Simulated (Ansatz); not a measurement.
The same ligand exchange along the group Mg, Zn, Cd.

Isolated molecules relaxed with PBE0-D4/def2-TZVP in Ansatz; ΔE leaves out vibrations. CCSD(T)/CBS adds triple-zeta CCSD(T) − MP2 to the extrapolated MP2 energy (def2 sets, frozen cores). This one scheme is used for every species. Elements past krypton have def2 core potentials. For Br, Cd, Mg, Zn outer-core shells are correlated without core-valence functions, which leaves a few kJ/mol of doubt a bond. Scalar relativity is left out up to krypton.

Question: Order these by ΔE at CCSD(T)/CBS, lowest first. (Best estimate.)
A. `[CH3][Mg][Br]` + H–F → `[F][Mg][Br]` + CH₄
B. `[CH3][Cd][Br]` + H–F → `[F][Cd][Br]` + CH₄
C. `[CH3][Zn][Br]` + H–F → `[F][Zn][Br]` + CH₄

Answer: A (-185.1 kJ/mol), C (-75.4 kJ/mol), B (-42.8 kJ/mol).

Largest T1 diagnostic: 0.014, for `[F][Cd][Br]`.
